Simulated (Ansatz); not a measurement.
The same path of FH + H5NOSi (10 atoms, charge 0, multiplicity 1) was run twice with different band settings. Lost on the way: Si1–O2, F9–H10. Made: Si1–F9, O2–H10.

Theory: Ansatz, RKS BLYP-D4/6-31G*.

Relaxed end points:

```xyz
10
Properties=species:S:1:pos:R:3
Si -0.108 0.088 -0.059
O -0.022 0.043 1.657
H -0.914 -0.016 2.061
H 1.332 0.244 -0.407
H -0.907 1.257 -0.545
N -0.949 -1.318 -0.595
H -0.547 -2.234 -0.391
H -1.579 -1.312 -1.395
F 0.934 -2.384 1.396
H 0.644 -1.536 1.769
```

```xyz
10
Properties=species:S:1:pos:R:3
Si 0.504 -0.163 -0.560
O -0.964 -0.794 2.396
H -1.062 -1.750 2.594
H 1.313 -0.454 -1.781
H 0.239 1.290 -0.363
N -0.983 -1.020 -0.700
H -1.586 -0.992 0.130
H -0.982 -1.948 -1.127
F 1.417 -0.615 0.746
H -0.011 -0.723 2.157
```

Common settings: movable images 9; climbing image yes; spring 5.0 eV/Å²; optimiser quadratic models (default); start path through a guess of the saddle point; end points relaxed.

| run | force threshold | iteration limit |
| --- | --- | --- |
| 1 | 0.05 eV/Å | 30 |
| 2 | 0.2 eV/Å | 34 |

(1) What does each run give, and how far can it be trusted?

## Answers

(1) Run 1: converged after 28 iterations, highest image 0.566 eV above the first end. The profile has 4 maxima (images 1, 3, 5, 8) with wells between them (images 2, 4, 7): this band takes more than one step, which may be the mechanism or a detour left from its start path. A vibrational analysis at the climbing image gives one clearly imaginary mode, 508i cm⁻¹: a first-order saddle point.
Run 2: converged after 20 iterations, highest image 0.579 eV above the first end. The threshold of 0.2 eV/Å is loose, so the images may lie well off the minimum-energy path. The profile has 3 maxima (images 1, 3, 5) with wells between them (images 2, 4): this band takes more than one step, which may be the mechanism or a detour left from its start path. The order of the stationary point at the top wasn't checked.
The orbitals stay closed-shell, which can raise the energy where a bond breaks towards radicals; this wasn't checked here.
